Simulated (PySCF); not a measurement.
**Broadened absorption spectrum of C4H8N2Si**

Species: C₄H₈N₂Si.
SMILES: `N[SiH2]n1cccc1`

Computed with PySCF 2.14.0, density-fitted response routines, TDDFT PBE0/def2-SVPD, vertical, gas phase, core orbitals frozen in the response. The structure is a single GFN2-xTB conformer in the gas phase; no vibrational or solvent corrections. Torsions of this conformer, `[NH2:1][SiH2:2][n:3]1[cH:4][cH:5][cH:6][cH:7]1`: N1–Si2–N3–C4 -153°, H–N1–Si2–N3 46°, H–N1–Si2–N3 -174°.

Computed states:

```csv
state,E (eV),f
S1,5.41,0.0028
S2,5.80,0.0016
S3,6.22,0.036
S4,6.27,0.081
S5,6.43,0.028
S6,6.60,0.033
```

Each state is given a Gaussian of 0.3 eV full width at half maximum, with ε(max) = 2.175×10⁸ f / Δν̃ (Δν̃ the width in cm⁻¹). The width is an assumption, not a result. The curve ends short of the highest state used, and states not computed would add to its high-energy end.

(1) What does the envelope look like, and where are its maxima?

(2) Coming from long wavelengths, where does ε first pass 100 L mol⁻¹ cm⁻¹?

(3) Does any computed singlet lie in the visible range?

(4) On this curve, what absorbance would a 10⁻³ mol/L sample give at 248 nm over a 1 cm path?

Results:

(1) 
```tsv
λ (nm)	ε (L mol⁻¹ cm⁻¹)
206.7	1468
207.4	1086
208.2	764
209.0	541
209.8	392
210.6	297
211.4	239
212.2	204
213.0	184
213.8	171
214.5	162
215.3	152
216.1	143
216.9	134
217.7	126
218.5	120
219.3	116
220.1	116
220.9	120
221.6	127
222.4	139
223.2	154
224.0	172
224.8	191
225.6	209
226.4	226
227.2	240
228.0	249
228.7	254
229.5	254
230.3	249
231.1	239
231.9	225
232.7	208
233.5	188
234.3	166
235.1	145
235.8	126
236.6	106
237.4	87
238.2	71
239.0	56
239.8	44
240.6	34
241.4	26
242.2	19
242.9	15
243.7	11
244.5	8
245.3	5
246.1	4
246.9	3
247.7	2
248.5	1
249.2	1
250.0	1
```

Maxima: 229 nm (5.41 eV), ε about 250, made up of S1 (99%) (ε in L mol⁻¹ cm⁻¹; maxima over ε = 5, shares over 10%). At its high-energy end, 6.00 eV, the curve is still rising (ε about 1500, from S3 and S4).

(2) At about 237 nm (5.23 eV), 0.17 eV below S1.

(3) No computed singlet lies in the visible range (380 to 750 nm); the lowest, at 229 nm, stands 2.15 eV above its violet end (3.26 eV).

(4) 248 nm is 4.999 eV, where ε is about 1.5 L mol⁻¹ cm⁻¹, so A = ε c l ≈ 0.0015 (Beer–Lambert, with the gas-phase spectrum and the assumed width).
